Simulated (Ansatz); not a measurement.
```xyz
14

C     0.0000    0.7050    0.0000
C    -1.3410    1.1407    0.0000
C    -2.1698    0.0000    0.0000
C    -1.3410   -1.1407    0.0000
C     0.0000   -0.7050    0.0000
C     1.3410    1.1407    0.0000
C     2.1698    0.0000    0.0000
C     1.3410   -1.1407    0.0000
H    -1.6763    2.1726    0.0000
H    -3.2548    0.0000    0.0000
H    -1.6763   -2.1726    0.0000
H     1.6763    2.1726    0.0000
H     3.2548    0.0000    0.0000
H     1.6763   -2.1726    0.0000
```

Basis set: def2-TZVP (spherical functions). Charge 0, multiplicity 1.

Computed with Ansatz (development build ahead of 0.2.0); each method stands on the lowest determinant of its kind that the runs found. Restricted functionals stand beside restricted open-shell atoms, which can lie above the unrestricted atoms usual in DFT and then raise those values.

The atomization energy at this shape (free ground-state atoms in the same class of orbitals less the molecule, no zero-point energy) of singlet C8H6:

```
             method  atomization energy
PBE0 (unrestricted)       6951.0 kJ/mol
  PBE0 (restricted)       6987.0 kJ/mol
                UHF       5104.7 kJ/mol
                RHF       5062.5 kJ/mol
```

**Question.** What does ωB97X (unrestricted) give?

**Answer.** 6818.6 kJ/mol. Caution for ωB97X (unrestricted), PBE0 (unrestricted), UHF: the unrestricted determinant is a mixture of spin states. Caution for RHF: an unrestricted determinant lies well below.

The shape needn't be a minimum at these levels.
